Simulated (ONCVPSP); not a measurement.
## Before and after: ONCV potential for manganese (Mn)

| Item | Value |
| --- | --- |
| Element | manganese (Mn) |
| Generator | ONCVPSP 4.0.1 |
| Type | optimised norm-conserving Vanderbilt (ONCV) |
| Functional | PBE |
| Relativity | scalar-relativistic |
| Frozen core | [Ne] |
| Valence charge | 15 |
| Reference configuration | 3s2 3p6 3d5 4s1.75 (charge +0.25) |
| Partial waves | 3s+4s: rc 1.65 bohr, ncon 3, nbas 7, qcut 9.4 1/bohr, 3 projectors, debl 3.9 Ha; 3p: rc 1.25 bohr, ncon 4, nbas 8, qcut 12.7 1/bohr, 3 projectors, debl 2.9 Ha; 3d: rc 1.45 bohr, ncon 3, nbas 7, qcut 11.2 1/bohr, 1 projector |
| Local potential | polynomial inside 0.95 bohr (lpopt 1, dvloc0 6 Ha) |
| Core correction | Teter function, fcfact 4.75, rcfact 1.3 |

Change: s: qcut 5.6.

Cutoffs: the cutoffs (Ha) at which the residual kinetic energy of the hardest occupied pseudo-wave falls to 1 and 0.1 mHa per electron; they do not see the model core or the augmentation charge, which bear on the density cutoff. Errors are all-electron minus pseudo energies relative to the spin-unpolarised reference configuration.

How do hardness, ghosts and transferability respond?

The potential gets neither clearly harder nor softer (46 Ha and 52 Ha → 46 Ha and 52 Ha); the d channel sets the loose cutoff, while the largest relative change is in s, which becomes softer; the errors of the 4 common tests hardly move; neither file shows a bound ghost.

```csv
quantity,base,changed
"cutoff, loose",46 Ha,46 Ha
"cutoff, tight",52 Ha,52 Ha
loose cutoff by channel,"s 23 Ha, p 30 Ha, d 46 Ha","s 11 Ha, p 30 Ha, d 46 Ha"
bound ghosts,none,none
GHOST(+) flags under 300 eV,none,none
"error for 3s2 3p6 3d5 4s2, meV [ΔE -1.48 eV]",+0.2,+0.1
"error for 3s2 3p6 3d5 4s1, meV [ΔE 6.94 eV]",-0.3,-0.2
"error for 3s2 3p6 3d5 4s0, meV [ΔE 22.54 eV]",-0.1,-0.3
"error for 3s2 3p6 3d5.5 4s1.5, meV [ΔE -1.96 eV]",+0.7,+0.8
s: phases at 1.68 bohr within 0.05 rad from the reference energy up to (Ha; the scan ends near 5),to the end of the scan,to the end of the scan
p: phases at 1.27 bohr within 0.05 rad from the reference energy up to (Ha; the scan ends near 5),to the end of the scan,to the end of the scan
d: phases at 1.47 bohr within 0.05 rad from the reference energy up to (Ha; the scan ends near 5),1.6,1.6
"rms error of d²Exc/dni dnj with the model core, mHa",1.33,1.35
```
